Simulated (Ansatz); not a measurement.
C$_{3}$H$_{7}$O, doublet, geometry from GFN2-xTB; R2SCAN/STO-3G run with Ansatz (a quantum-chemistry and plane-wave program).

Here is a job for Ansatz.
Ansatz 0.2 input:
```yaml
crystal:
  periodic: [false, false, false]
  atoms:
    - {symbol: O, position_ang: [0.08881149, 1.41624147, -0.02329658]}
    - {symbol: C, position_ang: [0.00962973, 0.14136308, 0.27258208]}
    - {symbol: H, position_ang: [0.01101452, 0.11356863, 1.39709535]}
    - {symbol: C, position_ang: [-1.32014766, -0.54404154, -0.11876877]}
    - {symbol: C, position_ang: [1.24109746, -0.70477262, -0.12589560]}
    - {symbol: H, position_ang: [-1.36361392, -0.61281193, -1.20330932]}
    - {symbol: H, position_ang: [1.26961269, -0.77806021, -1.21063645]}
    - {symbol: H, position_ang: [-2.16293297, 0.05262281, 0.21942231]}
    - {symbol: H, position_ang: [2.15372551, -0.21826934, 0.20741092]}
    - {symbol: H, position_ang: [-1.38199246, -1.54074182, 0.30800656]}
    - {symbol: H, position_ang: [1.18021755, -1.70153345, 0.30087704]}
basis:
  gaussian:
    orbitals: STO-3G
hamiltonian:
  xc: r2scan
magnetization: {spin_polarized: true, initial_magnetization: 1}
```

Q: Write the output that Ansatz gives for this input, abridged.

A: 
```
Functional definition: r2SCAN
385 factors; integrals over basis functions are off by at most 3.0e-5 eV
mean field evaluation 1: about -5200.2452 eV, gradient 1.1e1 eV
mean field evaluation 2: about -5200.0022 eV, gradient 1.4e1 eV
mean field evaluation 4: about -5201.0920 eV, gradient 5.7e-1 eV
mean field evaluation 8: about -5200.9888 eV, gradient 1.5e-2 eV
mean field evaluation 16: about -5200.9888 eV, gradient 2.3e-5 eV
mean field -5200.98878199 eV, -191.1328123814 hartree, gradient 8.9e-6 eV, S^2 0.752977; 1 other end points of the search recorded, 0 dependent functions left out
reference -5200.98878793 eV, -191.1328125998 hartree; 17, 16 occupied and 10, 11 virtual orbitals, 385 factors
Total energy: -5200.98878793 eV, -191.1328125998 hartree
```
